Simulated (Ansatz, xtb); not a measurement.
# Two isomers of C6H6OS2

We compare X, `Oc1cc(S)cc(S)c1`, a singlet, with Y, `CC(=S)c1sccc1O`, a singlet. Both are isolated molecules in the gas phase, relaxed with B3LYP-D3(BJ)/def2-SVP; the shapes shown needn't be the lowest conformers.

X (Å):

```yaml
atoms:
  - { symbol: C, position_ang: [-0.9872, -0.5739, -2.0753] }
  - { symbol: C, position_ang: [-1.7651, -0.8592, -0.9471] }
  - { symbol: C, position_ang: [-1.2579, -0.5786, 0.3261] }
  - { symbol: C, position_ang: [0.0193, -0.0161, 0.4778] }
  - { symbol: C, position_ang: [0.7880, 0.2649, -0.6584] }
  - { symbol: C, position_ang: [0.2881, -0.0127, -1.9385] }
  - { symbol: O, position_ang: [-1.5206, -0.8629, -3.2876] }
  - { symbol: S, position_ang: [-2.2965, -0.9647, 1.7162] }
  - { symbol: S, position_ang: [2.4147, 0.9764, -0.5605] }
  - { symbol: H, position_ang: [-0.8935, -0.6230, -3.9822] }
  - { symbol: H, position_ang: [-2.7548, -1.2964, -1.0862] }
  - { symbol: H, position_ang: [-1.4392, -0.5508, 2.6752] }
  - { symbol: H, position_ang: [0.4102, 0.2007, 1.4733] }
  - { symbol: H, position_ang: [2.4681, 1.0673, 0.7864] }
  - { symbol: H, position_ang: [0.8879, 0.2066, -2.8262] }
```

Y (Å):

```xyz
15

C    -0.1355   -0.4997   -2.7653
C     0.4014    0.1624   -1.5211
C    -0.5260    0.7919   -0.6460
C    -2.5594    1.7081    0.4817
C    -1.4230    1.9851    1.1955
C    -0.2492    1.4693    0.5669
O     0.9477    1.6287    1.0934
S     2.0495    0.1366   -1.2134
S    -2.2643    0.8211   -0.9666
H    -0.8649   -1.2835   -2.4990
H    -0.6654    0.2368   -3.3932
H     0.6780   -0.9485   -3.3473
H    -3.5799    1.9880    0.7411
H    -1.3939    2.5337    2.1362
H     1.6117    1.1864    0.4814
```

Quicker runs give these differences E(Y) − E(X): GFN2-xTB +18.28 kJ/mol; HF/STO-3G +70.02 kJ/mol (at GFN2-xTB geometries); r2SCAN-D4/def2-SVP −6.78 kJ/mol (at GFN2-xTB geometries).

Problem. Estimate which is lower in electronic energy at CCSD(T)/def2-SVP + ΔMP2/def2-TZVPP, and by roughly how much.

Solution. Too close to call at this level: CCSD(T)/def2-SVP + ΔMP2/def2-TZVPP gives E(Y) − E(X) = +6.99 kJ/mol.

The same difference at several levels:

```json
{"level": "GFN2-xTB", "geometry": "GFN2-xTB", "E(Y) − E(X) (kJ/mol)": "+18.28", "departure from the last row (kJ/mol)": "+11.30", "job, with rough time for the two": "optimisation, 0.26 s"}
{"level": "HF/STO-3G", "geometry": "GFN2-xTB", "E(Y) − E(X) (kJ/mol)": "+70.02", "departure from the last row (kJ/mol)": "+63.03", "job, with rough time for the two": "single point, 0.44 s"}
{"level": "r2SCAN-D4/def2-SVP", "geometry": "GFN2-xTB", "E(Y) − E(X) (kJ/mol)": "−6.78", "departure from the last row (kJ/mol)": "−13.77", "job, with rough time for the two": "single point, 3 s"}
{"level": "B3LYP-D3(BJ)/def2-SVP", "geometry": "B3LYP-D3(BJ)/def2-SVP", "E(Y) − E(X) (kJ/mol)": "+3.75", "departure from the last row (kJ/mol)": "−3.24", "job, with rough time for the two": "optimisation, 21 s"}
{"level": "HF/def2-SVP", "geometry": "B3LYP-D3(BJ)/def2-SVP", "E(Y) − E(X) (kJ/mol)": "+53.27", "departure from the last row (kJ/mol)": "+46.28", "job, with rough time for the two": "part of the CCSD(T) run"}
{"level": "MP2/def2-SVP", "geometry": "B3LYP-D3(BJ)/def2-SVP", "E(Y) − E(X) (kJ/mol)": "+12.85", "departure from the last row (kJ/mol)": "+5.86", "job, with rough time for the two": "part of the CCSD(T) run"}
{"level": "CCSD(T)/def2-SVP", "geometry": "B3LYP-D3(BJ)/def2-SVP", "E(Y) − E(X) (kJ/mol)": "+13.09", "departure from the last row (kJ/mol)": "+6.10", "job, with rough time for the two": "single point"}
{"level": "CCSD(T)/def2-SVP + ΔMP2/def2-TZVPP", "geometry": "B3LYP-D3(BJ)/def2-SVP", "E(Y) − E(X) (kJ/mol)": "+6.99", "departure from the last row (kJ/mol)": "", "job, with rough time for the two": "single point, 53 s"}
```

As drawn, Y has 2 C–C, 1 C=S, 2 C∷S, 2 C–H in place of 3 C∷C, 2 C–S, 2 S–H (∷ is an aromatic bond). Structure X has a 6-membered ring (with an aromatic ring), Y a 5-membered ring (with an aromatic ring).

r2SCAN-D4/def2-SVP puts the two in the other order. The largest departure from CCSD(T)/def2-SVP + ΔMP2/def2-TZVPP is that of HF/STO-3G, 63.03 kJ/mol. The last row adds to CCSD(T) the change of the MP2 difference between the two basis sets, here −6.10 kJ/mol.

With thermal terms from frequencies at re-optimised GFN2-xTB minima (ideal gas, soft modes damped towards free rotors, one conformer each, 298.15 K, 1 atm): the zero-point term adds +11.72 kJ/mol; ΔH is +17.78 and ΔG +18.55 kJ/mol.

The correlated steps freeze 17 core orbitals. Codes used: Ansatz 0.2.0, xtb 6.7.1; the last row on 4 threads of Intel(R) Xeon(R) 6975P-C (Granite Rapids) on a shared host.
